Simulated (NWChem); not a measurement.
System: GaHBrCl; SMILES [Br][GaH][Cl]

All runs: NWChem. Pople sets run with spherical d functions. Structure relaxed at the PBE0/def2-SVP level. Total energies compare along this basis series because the functional is fixed.

```csv
level,basis functions,energy (Ha),highest occupied level (eV),orbital gap (eV),dipole (D),relative time
TPSS/3-21G,59,-4935.7017,-7.39,4.97,2.00,1
TPSS/6-31G*,84,-4959.2300,-7.45,4.95,1.57,4
TPSS/6-311G**,120,-4959.7733,-7.50,4.98,1.65,4
```

Times are rough ratios from one shared machine.
